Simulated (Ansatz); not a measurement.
`[OH][InH][Cl]` + `N=C=O` → `O=C=[N][InH][Cl]` + H₂O at 500 K and 1 bar (ligand exchange at the In–O bond).

Program: Ansatz. Geometries: PBE0-D4/def2-TZVP. ΔE: electronic, gas phase. CCSD(T)/CBS adds triple-zeta CCSD(T) − MP2 to the extrapolated MP2 energy (def2 sets, frozen cores). This one scheme is used for every species. Elements past krypton have def2 core potentials. For In outer-core shells are correlated without core-valence functions, which leaves a few kJ/mol of doubt a bond. Each species was taken in one conformer, which may not be the lowest.

| species | CCSD(T)/CBS energy (Eh) | H − E (kJ/mol) | S (J/(mol·K)) |
| --- | --- | --- | --- |
| `[OH][InH][Cl]` | -726.02900 | 85.2 | 354.8 |
| `N=C=O` | -168.51995 | 77.7 | 264.2 |
| `O=C=[N][InH][Cl]` | -818.18295 | 92.9 | 413.7 |
| H₂O | -76.37941 | 73.2 | 206.3 |

H − E and S are ideal-gas, rigid-rotor, harmonic terms from PBE0-D4/def2-TZVP, for one conformer and one mirror image of each species. 1 Eh = 2625.50 kJ/mol, R = 8.31446 J/(mol·K).

Question: By hand: ΔE, ΔH, ΔS and ΔG.

Answer: ΔE = (-818.18295) + (-76.37941) − (-726.02900) − (-168.51995) = -0.01341 Eh = -35.2 kJ/mol. Δ(H − E) = 92.9 + 73.2 − 85.2 − 77.7 = 3.2, so ΔH = -32.0 kJ/mol. ΔS = 413.7 + 206.3 − 354.8 − 264.2 = 1.0 J/(mol·K). ΔG = -32.0 − 500 × (1.0)/1000 = -32.5 kJ/mol.

Question: By hand: the equilibrium constant, and the temperature at which ΔG would vanish if ΔH and ΔS stayed fixed.

Answer: log₁₀ K = −ΔG/(RT ln 10) = 3.4. ΔH and −TΔS have one sign here, so there is no such temperature. One of them is within its doubt of zero, so this could turn.

The number of gas molecules stays the same, so ΔS is small and ΔH decides. A doubt of 5 kJ/mol in ΔE shifts log₁₀ K by 0.5 here. Other conformers and mirror images would add mixing entropy, several J/(mol·K) or more a flexible species. Modes under 60 cm⁻¹, often nearly free rotors, make the harmonic entropy too high. These are equilibria of isolated gas molecules and say nothing of rates. Largest T1 diagnostic: 0.018 (customary marks: 0.02 for closed shells, 0.045 for open ones).
